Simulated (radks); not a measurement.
Charge is removed step by step from the 4p down level of Kr+, starting from [Ar] 3d10 4s2 4p(up 3, down 2). Calculated with a radial shooting solver on a logarithmic mesh with Libxc functionals: scalar-relativistic Kohn-Sham, PBE, spin-polarised, spherical densities, point nucleus.

removed (e),E - E(0) (eV),eigenvalue (eV),E minus straight line (eV)
0,0.000,-19.080,0.000
0.25,5.094,-21.691,-1.000
0.5,10.848,-24.352,-1.341
0.75,17.272,-27.056,-1.011
1,24.377,-29.800,0.000

Removing the whole electron costs 24.377 eV by Delta-SCF, against 19.080 eV from minus the eigenvalue at the starting occupation. Slater's transition state (half an electron removed) gives 24.352 eV. Integrating minus the eigenvalue over the occupation (Janak's theorem) gives 24.381 eV. In this scalar-relativistic scheme the density is built from large components alone, so the theorem holds only approximately. The mean slope of the eigenvalue, de/dn, is 10.7 eV per electron. Ionisation energy of Kr+ in the NIST Atomic Spectra Database: 24.360 eV (measured).
